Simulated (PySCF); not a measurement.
A GIAO shielding run with PySCF 2.14.0 with density-fitted response routines (density fitting, non-relativistic, gas phase) on `InChI=1S/C6H15OP/c1-4-8(7,5-2)6-3/h4-6H2,1-3H3`:

```
$ OMP_NUM_THREADS=1 python probes_run.py task.json out

{"job": {"kind": "nmr", "xc": "CAM-B3LYP", "basis": "pcSseg-1", "pop": false}, "charge": 0, "multiplicity": 1}
C      2.597773     0.605207     0.457417
C      1.662726    -0.119307    -0.501385
P      0.050753    -0.484844     0.276891
O      0.179680    -1.243951     1.566260
C     -0.893372    -1.388055    -1.000166
C     -2.297705    -1.738407    -0.527047
C     -0.794221     1.121680     0.502170
C     -1.001066     1.980620    -0.735581
H      2.633147     0.074563     1.420425
H      2.262416     1.635552     0.653111
H      3.619334     0.661162     0.053572
H      1.513668     0.436321    -1.441777
H      2.077980    -1.103748    -0.774289
H     -0.899133    -0.817068    -1.943250
H     -0.310241    -2.305621    -1.184145
H     -2.938977    -0.846405    -0.453792
H     -2.787664    -2.441218    -1.216909
H     -2.254517    -2.205746     0.468126
H     -0.205789     1.649074     1.270906
H     -1.751104     0.873043     0.989859
H     -1.516589     2.919241    -0.482070
H     -0.046080     2.253316    -1.210595
H     -1.613906     1.467830    -1.492907
```

Hardware: 1 thread of an Intel Xeon Platinum 8259CL, shared host.

(1) How large is the calculation?

(2) How long does it take, and how much memory does it need?

(3) And these other runs on the same molecule and hardware: GIAO shielding at B3LYP/pcSseg-1; GIAO shielding at BP86/pcSseg-1; GIAO shielding at HF/pcSseg-1; GIAO shielding at PBE/pcSseg-1; GIAO shielding at mPW1PW91/pcSseg-1?

## Answers

(1) 74 electrons, 218 basis functions and 1150 auxiliary functions.

(2) 95 s of wall time, with 12 SCF cycles and 5 response iterations; peak memory 1.4 GiB. Times on a shared host scatter by some tens of per cent.

(3) B3LYP/pcSseg-1: 218 functions, 68 s; BP86/pcSseg-1: 218 functions, 110 s; HF/pcSseg-1: 218 functions, 32 s; PBE/pcSseg-1: 218 functions, 110 s; mPW1PW91/pcSseg-1: 218 functions, 65 s.
